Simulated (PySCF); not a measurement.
C₄F₅, doublet (typed; the unrestricted solution is spin-contaminated), at a GFN2-xTB geometry; DF-HF/STO-3G in PySCF.

The PySCF input:
```python
from pyscf import gto, scf

mol = gto.M(
    atom='''
F     3.10538683   -0.15570078    0.75649985
C     2.24939570   -0.20655012   -0.24534040
F     2.85028604   -0.39580561   -1.40387445
C     0.90895577   -0.08245911   -0.10117512
C    -0.29917515    0.03723748    0.02952940
C    -1.73824160    0.16156893    0.18955514
F    -2.06602999    0.47872386    1.44778435
F    -2.25393557    1.11115275   -0.60603344
F    -2.38299715   -0.97823499   -0.10942234
''',
    basis='sto-3g',
    spin=1,
    verbose=4,
)

mf = scf.UHF(mol)
mf = mf.density_fit(auxbasis='def2-universal-jkfit')
mf.kernel()
```

What the program printed (banner, timings and long lists left out):

```
PySCF version 2.14.0

[INPUT] verbose = 4
[INPUT] num. atoms = 9
[INPUT] num. electrons = 69
[INPUT] charge = 0
[INPUT] spin (= nelec alpha-beta = 2S) = 1
[INPUT] symmetry False subgroup None
[INPUT] Mole.unit = angstrom
[INPUT] Symbol           X                Y                Z      unit          X                Y                Z       unit  Magmom
[INPUT]  1 F      3.105386830000  -0.155700780000   0.756499850000 AA    5.868330619531  -0.294231831581   1.429577529775 Bohr   0.0
[INPUT]  2 C      2.249395700000  -0.206550120000  -0.245340400000 AA    4.250741818774  -0.390323157796  -0.463626163291 Bohr   0.0
[INPUT]  3 F      2.850286040000  -0.395805610000  -1.403874450000 AA    5.386259992271  -0.747964201466  -2.652938223774 Bohr   0.0
[INPUT]  4 C      0.908955770000  -0.082459110000  -0.101175120000 AA    1.717677464643  -0.155825134375  -0.191193267420 Bohr   0.0
[INPUT]  5 C     -0.299175150000   0.037237480000   0.029529400000 AA   -0.565359096776   0.070368638769   0.055802478623 Bohr   0.0
[INPUT]  6 C     -1.738241600000   0.161568930000   0.189555140000 AA   -3.284800562326   0.305321027939   0.358207300104 Bohr   0.0
[INPUT]  7 F     -2.066029990000   0.478723860000   1.447784350000 AA   -3.904230846238   0.904656984695   2.735915908931 Bohr   0.0
[INPUT]  8 F     -2.253935570000   1.111152750000  -0.606033440000 AA   -4.259320929715   2.099774380057  -1.145237223928 Bohr   0.0
[INPUT]  9 F     -2.382997150000  -0.978234990000  -0.109422340000 AA   -4.503211969119  -1.848596216567  -0.206778254509 Bohr   0.0

nuclear repulsion = 427.923447999349
number of shells = 27
number of NR pGTOs = 135
number of NR cGTOs = 45
basis = sto-3g
ecp = {}

******** <class 'pyscf.df.df_jk.DFUHF'> ********
method = DFUHF
initial guess = minao
damping factor = 0
level_shift factor = 0
DIIS = <class 'pyscf.scf.diis.CDIIS'>
diis_start_cycle = 1
diis_space = 8
diis_damp = 0
SCF conv_tol = 1e-09
SCF conv_tol_grad = None
SCF max_cycles = 50
direct_scf = False
number electrons alpha = 35  beta = 34
Set gradient conv threshold to 3.16228e-05
******** <class 'pyscf.df.df.DF'> ********
auxbasis = def2-universal-jkfit
init E= -641.622555962857

cycle= 1 E= -639.337313641088  delta_E= 2.29  |g|= 0.667  |ddm|= 3.21
cycle= 2 E= -639.651944592821  delta_E= -0.315  |g|= 0.197  |ddm|= 1.11
cycle= 3 E= -639.680211926776  delta_E= -0.0283  |g|= 0.0619  |ddm|= 0.255
cycle= 4 E= -639.687566797608  delta_E= -0.00735  |g|= 0.0373  |ddm|= 0.172
cycle= 5 E= -639.689643510021  delta_E= -0.00208  |g|= 0.0243  |ddm|= 0.0696
cycle= 6 E= -639.691716506987  delta_E= -0.00207  |g|= 0.0172  |ddm|= 0.0914
cycle= 7 E= -639.693117454132  delta_E= -0.0014  |g|= 0.015  |ddm|= 0.0716
cycle= 8 E= -639.695199304049  delta_E= -0.00208  |g|= 0.0113  |ddm|= 0.128
cycle= 9 E= -639.696694863514  delta_E= -0.0015  |g|= 0.00374  |ddm|= 0.172
cycle= 10 E= -639.696735979603  delta_E= -4.11e-05  |g|= 0.00212  |ddm|= 0.013
cycle= 11 E= -639.69675640581  delta_E= -2.04e-05  |g|= 0.00116  |ddm|= 0.0374
cycle= 12 E= -639.696761966499  delta_E= -5.56e-06  |g|= 0.000712  |ddm|= 0.0232
cycle= 13 E= -639.696766026543  delta_E= -4.06e-06  |g|= 0.000132  |ddm|= 0.0106
cycle= 14 E= -639.696766109451  delta_E= -8.29e-08  |g|= 4.11e-05  |ddm|= 0.00123
cycle= 15 E= -639.69676610108  delta_E= 8.37e-09  |g|= 4.08e-05  |ddm|= 0.000532
cycle= 16 E= -639.696766113671  delta_E= -1.26e-08  |g|= 5.92e-06  |ddm|= 0.000504
cycle= 17 E= -639.696766113724  delta_E= -5.23e-11  |g|= 2.67e-06  |ddm|= 1.93e-05
Extra cycle  E= -639.696766113732  delta_E= -8.64e-12  |g|= 1.56e-06  |ddm|= 4.91e-06
converged SCF energy = -639.696766113732  <S^2> = 1.1337001  2S+1 = 2.3526156
```
